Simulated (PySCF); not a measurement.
A series of substituents X on one scaffold: silaethenyl-X. Gas-phase values, no solvent. One relaxed conformer stands for each flexible species; it need not be the lowest. Strings in code marks are SMILES.

Delta-SCF ions had no search for a lower state. Excitations are Tamm–Dancoff values on a coarser integration grid. The basis has no diffuse functions, so Rydberg states are missing or too high.

A: X = silyl (`[SiH3][SiH]=C`)
B: X = cyanomethyl
C: X = difluoromethyl (`C=[SiH]C(F)F` (C–Si–C–F torsion 11°))
D: X = mercapto (`C=[SiH]S` (C–Si–S–H torsion 1°))
E: X = vinyl (`C=C[SiH]=C` (C–C–Si–C torsion 15°))
F: X = hydroxymethyl (`C=[SiH]CO` (C–Si–C–O torsion -4°, Si–C–O–H torsion -47°))

Question: Order them by HOMO (lowest first) at the level ωB97X-D3(BJ)/def2-TZVP // PBE0-D3(BJ)/def2-TZVP run with PySCF 2.14.0.

Answer: B (-9.19 eV), C (-9.14 eV), A (-8.83 eV), F (-8.76 eV), D (-8.54 eV), E (-8.41 eV)
